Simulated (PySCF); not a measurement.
C₃H₅O₃, SMILES O=C(OC)O[CH2], multiplicity 2. Atoms are numbered in the order given.

```xyz
11

C      2.3544    -0.0375     0.0626
O      1.1426    -0.0379     0.6773
C      0.0472     0.0038    -0.0975
O      0.0387     0.0676    -1.2949
O     -1.0112    -0.0358     0.6965
C     -2.2632     0.0041     0.0353
H      3.1916     0.0537     0.7498
H      2.3857     0.1308    -1.0132
H     -2.3743    -0.8521    -0.6462
H     -3.0244    -0.0379     0.8225
H     -2.3701     0.9314    -0.5468
```
Charge 0, spin multiplicity 2.

The structure is a stationary point at PBE0-D3(BJ)/def2-SVP. The isomer is the one that the SMILES or the coordinates give; other isomers of the formula were not compared.

Method: PBE0/pcH-1 (PySCF).

Unrestricted Kohn–Sham, ⟨S²⟩ = 0.754. Hyperfine tensors hold the contact and dipolar terms, without spin-orbit corrections.

Computed hyperfine couplings:
```csv
nucleus,A(iso) (MHz),A(iso) (G),dipolar principal values (MHz)
13C no. 1,119.5,42.7,"-81.0, -78.8, 159.8"
17O no. 2,-10.5,-3.8,"-38.3, 17.8, 20.5"
13C no. 3,0.3,0.1,"-4.0, -0.3, 4.3"
17O no. 4,-0.5,-0.2,"-5.4, 2.2, 3.2"
17O no. 5,-0.2,-0.1,"-5.6, 2.5, 3.2"
13C no. 6,-0.9,-0.3,"-0.2, -0.2, 0.4"
1H no. 7,-67.8,-24.2,"-37.5, -1.0, 38.4"
1H no. 8,-67.9,-24.2,"-36.7, -1.0, 37.7"
1H no. 9,2.2,0.8,"-0.9, -0.8, 1.6"
1H no. 10,-0.1,0.0,"-0.7, -0.6, 1.3"
1H no. 11,2.2,0.8,"-0.9, -0.8, 1.6"
```
